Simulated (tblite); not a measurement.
Compound: C5H13PSSi.
Atom-mapped SMILES: `[CH3:1][P:2]1(=[S:3])[CH2:4][CH2:5][SiH2:6][CH2:7][CH2:8]1` (hydrogens: H9, H10, H11 on C1; H12, H13 on C4; H14, H15 on C5; H16, H17 on Si6; H18, H19 on C7; H20, H21 on C8)

Computed with GFN2-xTB (tblite), gas phase: L-BFGS steps from a force-field or distance-geometry start until the largest atomic force falls under 0.01 eV/Å.

Geometry at step 3:
```
atom  x, y, z in Å
C1     -2.6662    0.1905   -0.4695
P2     -1.1186    0.1024    0.5385
S3     -1.3960    0.1715    2.4562
C4     -0.3240   -1.4265   -0.1196
C5      1.1124   -1.5989    0.3521
Si6     2.2609   -0.1785   -0.1585
C7      1.3478    1.4282    0.2707
C8     -0.1018    1.4553   -0.1955
H9     -3.1741    1.1272   -0.2469
H10    -3.3149   -0.6400   -0.1964
H11    -2.4266    0.1427   -1.5286
H12    -0.3821   -1.3795   -1.2102
H13    -0.9435   -2.2619    0.2196
H14     1.4985   -2.5319   -0.0557
H15     1.1262   -1.6838    1.4402
H16     2.4466   -0.2324   -1.6133
H17     3.5437   -0.2559    0.5383
H18     1.3812    1.5669    1.3518
H19     1.8687    2.2711   -0.1829
H20    -0.1652    1.3533   -1.2809
H21    -0.5819    2.3970    0.0898
```

Task: Give the atomic forces at this geometry.

Result: 
| atom | Fx (eV/Å) | Fy (eV/Å) | Fz (eV/Å) |
| --- | --- | --- | --- |
| C1 | 0.171 | 0.010 | 0.074 |
| P2 | -0.018 | -0.009 | -0.075 |
| S3 | 0.069 | -0.002 | -0.014 |
| C4 | -0.019 | 0.041 | -0.024 |
| C5 | 0.070 | -0.032 | 0.022 |
| Si6 | -0.147 | 0.029 | -0.097 |
| C7 | 0.047 | 0.045 | 0.006 |
| C8 | 0.008 | -0.030 | -0.011 |
| H9 | -0.025 | 0.005 | 0.037 |
| H10 | -0.004 | 0.004 | 0.039 |
| H11 | -0.055 | -0.002 | -0.049 |
| H12 | 0.062 | -0.037 | -0.028 |
| H13 | -0.044 | -0.065 | 0.012 |
| H14 | 0.007 | -0.157 | 0.096 |
| H15 | -0.083 | -0.061 | 0.017 |
| H16 | 0.023 | -0.005 | -0.092 |
| H17 | -0.036 | -0.001 | 0.011 |
| H18 | -0.076 | 0.075 | 0.048 |
| H19 | 0.030 | 0.126 | 0.084 |
| H20 | 0.042 | 0.035 | -0.065 |
| H21 | -0.023 | 0.031 | 0.008 |

The largest, 0.19 eV/Å, acts on C1 (H14 within 3 % of it); the rms over all components is 0.058 eV/Å. The forces sum to zero within rounding, as they must for an isolated molecule in no field.

Task: Give the force on C1 in Eh/bohr and in nN.

Result: 0.187 eV/Å ÷ 51.422 = 0.00363 Eh/bohr, and 0.187 eV/Å × 1.602 = 0.30 nN.

Task: How far is this geometry from the end of the optimisation?

Result: 0.059 eV above it, and 0.121 Å rms away after alignment. The bonds farthest from their final lengths, with half the difference of the two atoms' forces along the bond (positive lengthens):

```
   bond  now (Å)  final (Å)  force along bond (eV/Å)
  C1–P2    1.849      1.839                    -0.12
 C5–Si6    1.897      1.902                    -0.03
Si6–H16    1.468      1.473                    +0.01
 Si6–C7    1.897      1.903                    -0.03
 C7–H18    1.090      1.093                    +0.02
 C4–H13    1.094      1.096                    +0.05
```

The angle farthest from its final value is P2–C8–C7, 112.9° against 109.3°.
